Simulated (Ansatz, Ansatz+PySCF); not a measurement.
```xyz
3

Fe    0.0000    0.0000    0.0000
F     0.0000    0.0000    1.8252
F     0.0000    0.0000   -1.8252
```

Basis set: def2-SVP (spherical functions). Left uncorrelated: 7 orbitals. Correlation on ROHF uses semicanonical orbitals with singles. Charge 0, multiplicity 5.

Computed with Ansatz (development build ahead of 0.2.0); each method stands on the lowest determinant of its kind that the runs found. Restricted functionals stand beside restricted open-shell atoms, which can lie above the unrestricted atoms usual in DFT and then raise those values.

The atomization energy at this shape (free ground-state atoms in the same class of orbitals less the molecule, no zero-point energy) of quintet FeF₂:

| method | atomization energy |
| --- | --- |
| ωB97X (unrestricted) | 10.24 eV |
| ωB97X (restricted open-shell) | 10.30 eV |
| r²SCAN (unrestricted) | 10.71 eV |
| r²SCAN (restricted open-shell) | 10.85 eV |
| PBE0 (unrestricted) | 10.06 eV |
| PBE0 (restricted open-shell) | 10.12 eV |
| PBE (unrestricted) | 10.99 eV |
| PBE (restricted open-shell) | 11.06 eV |
| UHF-MP2 | 9.91 eV |
| ROHF-MP2 | 9.88 eV |
| ROHF | 7.05 eV |

What does UHF give?

6.88 eV.
